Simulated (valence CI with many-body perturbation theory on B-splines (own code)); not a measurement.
## La LIII in brief

Calculated by valence CI with perturbative core correlation (CI+MBPT): three valence electrons over a frozen Dirac-Fock core [He], radial functions for each j: 11 s, 11 p, 10 d, 8 f, 5 g, 2 h, with the one-electron correlation potential Σ1, the two-electron term Σ2, the three-electron term Σ3, Breit, model QED; selected CI, second order for the rest, scaled by the run's own slope (own B-spline code, finite nucleus).

The last digits are not significant, and no measured levels were compared; by estimate large intervals hold to a few tenths of a per cent, small ones and those within an open d or f shell to about a per cent.

Levels are named by their leading jj configuration (3d3/2^4 stands for four electrons in 3d with j = 3/2), which in mixed levels can hold well under half, so a name can repeat and another be missing.

Rates and lifetimes use the calculated energies. Strong lines usually hold to 10 to 20 %, long lifetimes can be off by a factor of two.

(1) What is the ground level?

(2) How well does LS coupling describe the low levels?

(3) Among levels below 622.94 Ry, which E1 lines absorb most strongly from the ground level?

(4) What is the ionisation energy?

(5) Where does the other parity begin?

Results:

(1) (2s^2 2p1/2) J=1/2, composition 100 % 2s²2p ²P°, g = 0.638.

(2) Among the lowest 20 levels the leading LS term, summed over configurations, holds 76 % on average. For single configurations the figures are 76 % in LS and 99 % in jj coupling. Terms mix most in the J = 3/2 level at 62.75 Ry, where the leading one holds 47 %.

(3) to (2s^2 3d3/2) J=3/2 at 0.2035 nm, f = 0.532; to (2s 2p1/2 3p1/2) J=3/2 at 0.2052 nm, f = 0.254; to (2s 2p1/2 3p3/2) J=3/2 at 0.2003 nm, f = 0.181.

(4) 10422 eV; NIST lists 10426 ± 4 eV (theoretical).

(5) At (2s 2p1/2^2) J=1/2, 13.05 Ry.
